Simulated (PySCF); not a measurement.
Gas-phase reaction: InBr3 + BrCl ⇌ InCl + 2 Br2

Method: PySCF energies (xtb for GFN2) plus ideal-gas RRHO corrections (1 bar). † marks an energy on the PBE0/def2-TZVP geometry and frequencies; other levels use their own. All species are closed-shell singlets. B3LYP is the form with VWN-RPA correlation. In: scalar-relativistic def2 core potential, no spin-orbit coupling. Br: all electrons, no relativistic terms.

B3LYP/def2-TZVP† gives ΔH°(298 K) = 195 kJ.

Problem. What do PBE0/def2-SVP†, ωB97M-V/def2-TZVP†, GFN2-xTB give?

Solution. PBE0/def2-SVP†: 226 kJ; ωB97M-V/def2-TZVP†: 239 kJ; GFN2-xTB: 136 kJ. For scale, ΔH°(298 K) is 195 kJ at this level, 239 kJ at ωB97M-V/def2-TZVP†, and runs from 136 to 287 kJ over the 18 levels computed.
